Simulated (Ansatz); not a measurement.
Input file for Ansatz (a quantum-chemistry and plane-wave program): R-PBE0/def2-TZVPP on H2Pb2 (SMILES [PbH]#[PbH]). Elements past Kr take the def2 small-core potentials; no spin–orbit coupling.

Ansatz 0.2 input:
```yaml
crystal:
  periodic: [false, false, false]
  atoms:
    - {symbol: Pb, position_ang: [-0.16482714, 0.00000000, 1.59843034]}
    - {symbol: Pb, position_ang: [0.16482714, 0.00000000, -1.59843034]}
    - {symbol: H, position_ang: [1.69045932, -0.00000000, 1.77868333]}
    - {symbol: H, position_ang: [-1.69045932, -0.00000000, -1.77868333]}
basis:
  gaussian:
    orbitals: def2-TZVPP
hamiltonian:
  xc: {name: PBE0}
scf: {lower_state_search: off}
```

Output:

```
WARN ansatz: RAYON_NUM_THREADS=1 ignored (pool sized by the plan → 1); use --threads N
Functional definition: PBE0
these checks for a lower state are left out or cut short: stability, starts, cluster_reference, orbital_swaps, neighbouring_geometries, increment
integrals: 0.05 GiB planned
978 factors; their error is unknown
mean field: 0.44 GiB planned
mean field evaluation 1: about -10527.2995 eV, gradient 1.4e1 eV
mean field evaluation 2: about -10527.6890 eV, gradient 1.2e1 eV
mean field evaluation 4: about -10528.0766 eV, gradient 2.6e-1 eV
mean field evaluation 8: about -10528.1578 eV, gradient 5.2e-2 eV
mean field evaluation 16: about -10528.1578 eV, gradient 1.7e-6 eV
mean field -10528.15783329 eV, -386.9026641316 hartree, gradient 1.5e-6 eV, S^2 0.000000; 0 other end points of the search recorded, 0 dependent functions left out
reference -10528.15786677 eV, -386.9026653621 hartree; 23, 23 occupied and 105, 105 virtual orbitals, 978 factors
Total energy: -10528.15786677 eV, -386.9026653621 hartree
Checks for a lower state left out: stability, starts, cluster_reference, orbital_swaps, neighbouring_geometries, increment
```

The run converged.

Cost: around 2.2 core-seconds (rough).
